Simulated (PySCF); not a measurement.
Several molecules and their computed UV-vis stick spectra, shuffled. Method: TDDFT PBE0/def2-SVPD, vertical, gas phase, core orbitals frozen in the response in PySCF 2.14.0, density-fitted response routines. Geometries: PBE0-D3(BJ)/def2-SVP; one conformer of each isolated species. Triplets are in the Tamm–Dancoff approximation.

A. `C=N[SiH2]OCC`
B. `CC#C[C@@H]1C[Si@H]1N(C)C`
C. `CC#C[C@@H]1C[Si@@H]1N(C)C`

Lowest singlet levels (six at most, fewer where fewer were computed) with oscillator strengths:

1. 5.36 eV (f 0.050); 5.48 eV (f 0.057); 5.68 eV (f 0.012); 5.90 eV (f 0.015); 5.93 eV (f 0.023); 5.97 eV (f 0.011); T1 4.68 eV
2. 4.03 eV (f 0.000); 5.96 eV (f 0.001); 6.56 eV (f 0.006); 6.69 eV (f 0.073); 6.92 eV (f 0.012); 7.38 eV (f 0.005); T1 3.39 eV
3. 5.15 eV (f 0.080); 5.25 eV (f 0.033); 5.61 eV (f 0.057); 5.71 eV (f 0.057); 5.84 eV (f 0.020); 6.01 eV (f 0.008); T1 4.45 eV

Question: Which spectrum belongs to which structure?

Answer: 1 = C, 2 = A, 3 = B.
- A: S1 at 4.03 eV, HOMO→LUMO (98%); Löwdin shares by element: HOMO nitrogen 55%, carbon 16% or more, silicon 9%, hydrogen 7% or more; LUMO carbon 42% or more, nitrogen 34%, hydrogen 6% or more, silicon 6%; HOMO -7.18 and LUMO -1.08 eV.
- B: S1 at 5.15 eV, HOMO→LUMO (59%), HOMO→LUMO+1 (27%); Löwdin shares by element: HOMO carbon 48% or more, nitrogen 15% (atoms not listed hold the other 36%); LUMO silicon 24%, carbon 20% or more, hydrogen 10% or more (atoms not listed hold the other 45%); HOMO -5.70 and LUMO 0.53 eV.
- C: S1 at 5.36 eV, HOMO→LUMO (81%); Löwdin shares by element: HOMO carbon 25% or more, nitrogen 21%, silicon 12% (atoms not listed hold the other 41%); LUMO carbon 22% or more, silicon 22%, hydrogen 8% or more (atoms not listed hold the other 48%); HOMO -5.91 and LUMO 0.49 eV.
